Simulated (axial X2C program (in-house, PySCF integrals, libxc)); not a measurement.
Ionising FeN

Calculated with an in-house all-electron X2C program for linear molecules (integrals from PySCF), spin-free (one-electron X2C) or two-component (2c: spin–orbit coupling with atomic mean-field Coulomb and Gaunt terms, which also bring small scalar terms), in Dyall basis sets with cores contracted in-house; open shells are unrestricted.

Basis sets: Fe dyall-cv3z, N dyall-av3z.

| Hamiltonian | level | FeN state | Re (Å) | ωe (cm⁻¹) | De (eV) |
| --- | --- | --- | --- | --- | --- |
| spin-free | PBE0 | M_S = 5/2, Λ = 0 | 1.597 | 840.9 | 2.35 |
| 2c | PBE0 | Ω = 5/2 | 1.597 | 839.8 | n/a |

Adiabatic ionisation energy (minimum to minimum, no zero-point term) and constants of FeN⁺:

| Hamiltonian | level | FeN⁺ state | IE (eV) | Re (Å) | ωe (cm⁻¹) | De (eV) | fragments |
| --- | --- | --- | --- | --- | --- | --- | --- |
| spin-free | PBE0 | M_S = 1, Λ = 2 | 8.18 | 1.716 | 577.6 | 1.80 | Fe+ + N |
| 2c | PBE0 | Ω = 3 | 8.13 | 1.716 | 577.2 | n/a | Fe+ + N |

Q: Add the zero-point terms to the ionisation energy at PBE0, 2c, and say whether the electron removed was bonding.

A: IE0 = IE + (ωe⁺ − ωe)/2 = 8.13 + (-0.016) = 8.11 eV. Re changes by 0.119 Å, so the bond lengthens, as on loss of a bonding electron.

Each entry is the lowest single determinant of a limited PBE0 search at one distance. De goes to single-determinant-based atoms at the same level (for ions the charge split of lowest energy) and is withheld (n/a) where an atom does not fit its ground term or J level. Main or longest-lived isotopes. One determinant is a doubtful description, or other states lie close, for FeN, FeN⁺; these need not be ground states, and all values refer to the states named. With several unpaired electrons the Ω given is that of one determinant, not necessarily of the lowest component. The functionals have no current term, which raises determinants with orbital currents.
